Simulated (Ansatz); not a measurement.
Basis-set extrapolation for `C=C[SiH](F)N[SiH2]Cl` (PBE0-D4/def2-TZVP geometry, frozen core, the Gaussian-basis code of Ansatz). Multiplicity 1, RHF reference.

```json
{"": "HF", "def2-TZVPP": "-1271.382026", "def2-QZVPP": "-1271.424452"}
{"": "MP2 correlation", "def2-TZVPP": "-1.205243", "def2-QZVPP": "-1.304263"}
{"": "CCSD(T) correlation", "def2-TZVPP": "-1.317191", "def2-QZVPP": "not run"}
```

Energies in hartree. Use E(X) = E(∞) + A·exp(−7.88·√X) for Hartree–Fock and E(X) = E(∞) + B·X^(−2.97) for correlation, with X = 3 and 4, and add CCSD(T) minus MP2 of the smaller set to the MP2 limit.

Problem. What is the CCSD(T) energy at the basis-set limit?

Solution. HF limit: -1271.424452 + (-0.042426) × 0.13774 = -1271.43030. MP2 limit: -1.304263 + (-0.099020) × 0.74074 = -1.37761. Higher-order term: -1.317191 − (-1.205243) = -0.11195. Total: -1272.91986 hartree, 6.00 eV below CCSD(T)/def2-TZVPP.
